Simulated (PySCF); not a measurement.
Computed shifts of a molecule C₂H₄F₂Si₂, PBE0/pcSseg-1 run with PySCF, GIAO, gas phase, atoms alike by connectivity averaged where their shifts nearly agree, in ppm (number of nuclei): ¹³C: 113.1 (1), 85.8 (1). ²⁹Si: 3.0 (1), -13.4 (1). ¹⁹F: -229.8 (1), -270.2 (1). ¹H: 5.82 (1), 5.58 (1), 5.53 (1), 3.20 (1). References: ¹³C against TMS (σ = 186.3 ppm); ²⁹Si against TMS (σ = 352.7 ppm); ¹⁹F against CFCl3 (σ = 167.2 ppm); ¹H against TMS (σ = 31.56 ppm), references at their B3LYP-D3(BJ)/def2-TZVP geometries, non-relativistic. Geometry: B3LYP-D3(BJ)/def2-SVP. One conformer was computed; it need not be the lowest.

Question: Identify the compound among the candidates.
A. F[SiH2]C#C[SiH2]F
B. C#C[Si@H](F)[SiH2]F
C. FC1=C(F)[SiH2][SiH2]1
D. C#C[SiH2][SiH](F)F

Answer: B, C#C[Si@H](F)[SiH2]F
